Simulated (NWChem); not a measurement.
The numbers come from NWChem runs, not from measurements. System: FIn, charge 0, spin multiplicity 1, at a geometry optimised with PBE0/def2-SVP with def2 effective core potentials on In. The structure started from a generated list of species. Level: G0W0@PBE/def2-SVPD with def2 effective core potentials on In, RI basis def2-svpd-rifit, no spin-orbit coupling.

The NWChem input:

```
start mol
memory heap 200 mb stack 700 mb global 1700 mb
geometry units angstroms nocenter noautoz
  In     0.000000     0.000000    -0.309755
  F      0.000000     0.000000     1.686442
  symmetry group C2v
end
basis spherical
  * library def2-svpd
end
ecp
  In library def2-ecp
end
basis "ri basis" bse spherical
  * library def2-svpd-rifit
end
dft
  xc xpbe96 cpbe96
  iterations 100
  direct
  tolerances tight
end
task dft energy
gw
  states alpha occ 4 vir 2
end
task dft gw
```

Part of the output:

```
             Northwest Computational Chemistry Package (NWChem) 7.3.0
             --------------------------------------------------------

                                NWChem Input Module
                                -------------------

 Scaling coordinates for geometry "geometry" by  1.889725989
 (inverse scale =  0.529177249)

 Turning off AUTOSYM since
 SYMMETRY directive was detected!

                             Geometry "geometry" -> ""
                             -------------------------

 Output coordinates in angstroms (scale by  1.889725989 to convert to a.u.)

  No.       Tag          Charge          X              Y              Z
 ---- ---------------- ---------- -------------- -------------- --------------
    1 In                  49.0000     0.00000000     0.00000000    -0.30975500
    2 F                    9.0000     0.00000000     0.00000000     1.68644200

 Effective nuclear repulsion energy (a.u.)     116.9058799351

            Nuclear Dipole moment (a.u.)
            ----------------------------
        X                 Y               Z
 ---------------- ---------------- ----------------
     0.0000000000     0.0000000000    -0.0000321253

      Symmetry information
      --------------------

 Group name             C2v
 Group number             16
 Group order               4
 No. of unique centers     2

      Symmetry unique atoms

     1    2


 Summary of "ao basis" -> "" (spherical)
 ------------------------------------------------------------------------------
       Tag                 Description            Shells   Functions and Types
 ---------------- ------------------------------  ------  ---------------------
 *                         def2-svpd                  on all atoms

 Summary of "ri basis" -> "" (spherical)
 ------------------------------------------------------------------------------
       Tag                 Description            Shells   Functions and Types
 ---------------- ------------------------------  ------  ---------------------
 *                      def2-svpd-rifit               on all atoms

  pbe96 is a nonlocal functional; adding pw91lda local functional.

                                 NWChem DFT Module
                                 -----------------

 Summary of "ao basis" -> "ao basis" (spherical)
 ------------------------------------------------------------------------------
       Tag                 Description            Shells   Functions and Types
 ---------------- ------------------------------  ------  ---------------------
 In                        def2-svpd                12       32   5s4p3d
 F                         def2-svpd                 9       23   4s3p2d

 Summary of "ao basis" -> "ao basis" (spherical)
 ------------------------------------------------------------------------------
       Tag                 Description            Shells   Functions and Types
 ---------------- ------------------------------  ------  ---------------------
 In                        def2-svpd                12       32   5s4p3d
 F                         def2-svpd                 9       23   4s3p2d

      Symmetry analysis of basis
      --------------------------

        a1         26
        a2          5
        b1         12
        b2         12

            General Information
            -------------------
          SCF calculation type: DFT
          Wavefunction type:  closed shell.
          No. of atoms     :     2
          No. of electrons :    30
           Alpha electrons :    15
            Beta electrons :    15
          Charge           :     0
          Spin multiplicity:     1
          Use of symmetry is: on ; symmetry adaption is: on
          Maximum number of iterations: 100
          This is a Direct SCF calculation.
          AO basis - number of functions:    55
                     number of shells:    21
          Convergence on energy requested:  1.00D-06
          Convergence on density requested:  1.00D-05
          Convergence on gradient requested:  5.00D-04

              XC Information
              --------------
          PerdewBurkeErnzerhof Exchange Functional  1.000
            Perdew 1991 LDA Correlation Functional  1.000 local
           PerdewBurkeErnz. Correlation Functional  1.000 non-local

             Grid Information
             ----------------
          Grid used for XC integration:  medium
          Radial quadrature: Mura-Knowles
          Angular quadrature: Lebedev.
          Tag              B.-S. Rad. Rad. Pts. Rad. Cut. Ang. Pts.
          ---              ---------- --------- --------- ---------
          In                  1.55      123          10.0       590
          F                   0.50       49          11.0       434
          Grid pruning is: on
          Number of quadrature shells:   172
          Spatial weights used:  Erf1

          Convergence Information
          -----------------------
          Convergence aids based upon iterative change in
          total energy or number of iterations.
          Levelshifting, if invoked, occurs when the
          HOMO/LUMO gap drops below (HL_TOL):  1.00D-02
          DIIS, if invoked, will attempt to extrapolate
          using up to (NFOCK): 10 stored Fock matrices.

                    Damping( 0%)  Levelshifting(0.5)       DIIS
                  --------------- ------------------- ---------------
          dE  on:    start            ASAP                start
          dE off:    2 iters        100 iters           100 iters

      Screening Tolerance Information
      -------------------------------
[...]
 d= 0,ls=0.0,diis     1   -289.7691151703 -3.40D+02  5.78D-02  7.62D-01     1.2

 !! scf_movecs_sym_adapt:   24 vectors were symmetry contaminated

  Symmetry fudging

 !! scf_movecs_sym_adapt:   20 vectors were symmetry contaminated

 d= 0,ls=0.0,diis     2   -284.0406284691  5.73D+00  4.70D-02  3.89D+01     1.8

 !! scf_movecs_sym_adapt:   24 vectors were symmetry contaminated

  Symmetry fudging

 !! scf_movecs_sym_adapt:   20 vectors were symmetry contaminated

 d= 0,ls=0.0,diis     3   -289.8621565442 -5.82D+00  2.64D-03  2.03D-01     2.2

 !! scf_movecs_sym_adapt:   24 vectors were symmetry contaminated

  Symmetry fudging

 !! scf_movecs_sym_adapt:   20 vectors were symmetry contaminated

 d= 0,ls=0.0,diis     4   -289.8752061153 -1.30D-02  2.31D-03  2.66D-02     2.6

 !! scf_movecs_sym_adapt:   24 vectors were symmetry contaminated

  Symmetry fudging

 !! scf_movecs_sym_adapt:   20 vectors were symmetry contaminated

 d= 0,ls=0.0,diis     5   -289.8784909898 -3.28D-03  6.28D-04  1.60D-03     2.9

 !! scf_movecs_sym_adapt:   24 vectors were symmetry contaminated

  Symmetry fudging

 !! scf_movecs_sym_adapt:   22 vectors were symmetry contaminated

 d= 0,ls=0.0,diis     6   -289.8786313052 -1.40D-04  1.35D-04  4.01D-05     3.3

 !! scf_movecs_sym_adapt:   24 vectors were symmetry contaminated

  Symmetry fudging

 !! scf_movecs_sym_adapt:   20 vectors were symmetry contaminated

 d= 0,ls=0.0,diis     7   -289.8786373703 -6.07D-06  2.79D-05  1.20D-06     3.7

 !! scf_movecs_sym_adapt:   22 vectors were symmetry contaminated

  Symmetry fudging

 !! scf_movecs_sym_adapt:   20 vectors were symmetry contaminated

 d= 0,ls=0.0,diis     8   -289.8786375550 -1.85D-07  8.21D-07  3.53D-09     4.0

         Total DFT energy =     -289.878637554980
      One electron energy =     -574.933636110349
           Coulomb energy =      262.023940957231
    Exchange-Corr. energy =      -27.071462374061
 Nuclear repulsion energy =       50.102519972199

 Numeric. integr. density =       29.999998837333

     Total iterative time =      3.5s

                  Occupations of the irreducible representations
                  ----------------------------------------------

                     irrep           alpha         beta
                     --------     --------     --------
                     a1                8.0          8.0
                     a2                1.0          1.0
                     b1                3.0          3.0
                     b2                3.0          3.0

                       DFT Final Molecular Orbital Analysis
                       ------------------------------------

 Vector   13  Occ=2.000000D+00  E=-2.852302D-01  Symmetry=b1
              MO Center= -5.7D-18,  2.7D-17,  1.6D+00, r^2= 7.1D-01
   Bfn.  Coefficient  Atom+Function         Bfn.  Coefficient  Atom+Function
  ----- ------------  ---------------      ----- ------------  ---------------
    37      0.640741  2 F  px                40     -0.418599  2 F  px
    43     -0.142931  2 F  px                12     -0.098843  1 In px
    21     -0.093297  1 In d  1               9      0.032103  1 In px
     6      0.029904  1 In px                54     -0.028923  2 F  d  1

 Vector   14  Occ=2.000000D+00  E=-2.852302D-01  Symmetry=b2
              MO Center=  9.3D-18, -7.2D-16,  1.6D+00, r^2= 7.1D-01
   Bfn.  Coefficient  Atom+Function         Bfn.  Coefficient  Atom+Function
  ----- ------------  ---------------      ----- ------------  ---------------
    38      0.640741  2 F  py                41     -0.418599  2 F  py
    44     -0.142931  2 F  py                13     -0.098843  1 In py
    19      0.093297  1 In d -1              10      0.032103  1 In py
     7      0.029904  1 In py                52      0.028923  2 F  d -1

 Vector   15  Occ=2.000000D+00  E=-2.419456D-01  Symmetry=a1
              MO Center=  3.0D-16,  8.6D-16, -6.2D-04, r^2= 3.2D+00
   Bfn.  Coefficient  Atom+Function         Bfn.  Coefficient  Atom+Function
  ----- ------------  ---------------      ----- ------------  ---------------
     3      0.587311  1 In s                 39     -0.415833  2 F  pz
     4      0.386152  1 In s                  1     -0.339694  1 In s
    42      0.279893  2 F  pz                14     -0.227386  1 In pz
    20      0.133578  1 In d  0              45      0.091309  2 F  pz
     2      0.085447  1 In s                 11      0.077439  1 In pz

 Vector   16  Occ=0.000000D+00  E=-8.386651D-02  Symmetry=b2
              MO Center=  2.7D-17, -4.2D-16, -4.4D-01, r^2= 4.3D+00
   Bfn.  Coefficient  Atom+Function         Bfn.  Coefficient  Atom+Function
  ----- ------------  ---------------      ----- ------------  ---------------
    16      0.618364  1 In py                13      0.566675  1 In py
    38      0.156296  2 F  py                10     -0.152521  1 In py
     7     -0.140722  1 In py                41     -0.111924  2 F  py
    44     -0.102488  2 F  py                29     -0.037209  1 In d -1
    19      0.036276  1 In d -1

 Vector   17  Occ=0.000000D+00  E=-8.386651D-02  Symmetry=b1
              MO Center=  4.2D-16,  1.2D-16, -4.4D-01, r^2= 4.3D+00
   Bfn.  Coefficient  Atom+Function         Bfn.  Coefficient  Atom+Function
  ----- ------------  ---------------      ----- ------------  ---------------
    15      0.618364  1 In px                12      0.566675  1 In px
    37      0.156296  2 F  px                 9     -0.152521  1 In px
     6     -0.140722  1 In px                40     -0.111924  2 F  px
    43     -0.102488  2 F  px                31      0.037209  1 In d  1
    21     -0.036276  1 In d  1

 Vector   18  Occ=0.000000D+00  E=-2.030811D-02  Symmetry=a1
              MO Center= -1.8D-15, -1.1D-15, -7.0D-01, r^2= 6.4D+00
   Bfn.  Coefficient  Atom+Function         Bfn.  Coefficient  Atom+Function
  ----- ------------  ---------------      ----- ------------  ---------------
    17      1.023165  1 In pz                 4      0.696555  1 In s
    36     -0.601244  2 F  s                 14      0.452554  1 In pz
    45      0.321499  2 F  pz                 3      0.214401  1 In s
    39     -0.169563  2 F  pz                42      0.168400  2 F  pz
     5     -0.143988  1 In s                 30     -0.144301  1 In d  0

 center of mass
 --------------
 x =   0.00000000 y =   0.00000000 z =  -0.05013424

 moments of inertia (a.u.)
 ------------------
         231.989503734119           0.000000000000           0.000000000000
           0.000000000000         231.989503734119           0.000000000000
           0.000000000000           0.000000000000           0.000000000000

     Multipole analysis of the density
     ---------------------------------

     L   x y z        total         alpha         beta         nuclear
     -   - - -        -----         -----         ----         -------
     0   0 0 0     -0.000000    -15.000000    -15.000000     30.000000

     1   1 0 0      0.000000      0.000000      0.000000      0.000000
     1   0 1 0      0.000000      0.000000      0.000000      0.000000
     1   0 0 1     -1.268520     -8.829173     -8.829173     16.389826

     2   2 0 0    -19.057775     -9.528888     -9.528888      0.000000
     2   1 1 0     -0.000000     -0.000000     -0.000000      0.000000
     2   1 0 1     -0.000000     -0.000000     -0.000000      0.000000
     2   0 2 0    -19.057775     -9.528888     -9.528888      0.000000
     2   0 1 1     -0.000000     -0.000000     -0.000000      0.000000
     2   0 0 2    -25.945248    -62.274186    -62.274186     98.603124

 Task  times  cpu:        4.0s     wall:        4.0s

                                NWChem Input Module
                                -------------------

                                 NWChem GW Module
                                 ----------------

                             ***********************
                             ***        GW       ***
                             ***********************

 Summary of "ri basis" -> "ri basis" (spherical)
 ------------------------------------------------------------------------------
       Tag                 Description            Shells   Functions and Types
 ---------------- ------------------------------  ------  ---------------------
 In                     def2-svpd-rifit             34      130   10s9p8d5f2g
 F                      def2-svpd-rifit             20       64   7s6p5d2f

                 Memory Information
                 ------------------
          Available GA per process is          1700.0 MBs
          Available stack per process is        700.0 MBs
          Available heap per process is           0.0 MBs

          Peak memory in Initialization
              Peak GA per process is                  1.7 MBs
              Peak stack per process is               0.0 MBs
              Peak heap per process is                1.8 MBs
              Memory not in MA per process            0.0 MBs

          Peak memory in AFF Calculation
              Peak GA per process is                  5.0 MBs
              Peak stack per process is               2.7 MBs
              Peak heap per process is                0.0 MBs
              Memory not in MA per process            2.7 MBs

          Computing 2-center integrals
          Computing Inverse Cholesky factor
          Computing 3-center integrals
          Computing V_xc ...

          Computing Sigma_x
          Computing RPA polarizability
          Solving quasiparticle equations

                  Alpha Orbitals
          State     Energy (eV)     Error (eV)
          -----------------------------------
@GW        12        -11.832           0.004
@GW        13        -10.367           0.002
@GW        14        -10.367           0.002
@GW        15         -9.189           0.002
@GW        16          0.456           0.002
@GW        17          0.456           0.002

   Applying  -2.6051 eV scissor-shift to rest of particle states

   Applying   2.7383 eV scissor-shift to rest of hole states

     GW Timing Statistics
   ------------------------
   Init.   :          0.1s
     ERIs  :          0.2s
     Distr.:          0.0s
     Vxc   :          0.1s
   Sigma_x :          0.0s
   RPA     :          0.1s
   Wmn     :          0.0s
   Sigma_c :          0.0s
   GW total:          0.4s

 Task  times  cpu:        0.4s     wall:        0.4s

 Total times  cpu:        4.4s     wall:        4.4s
```
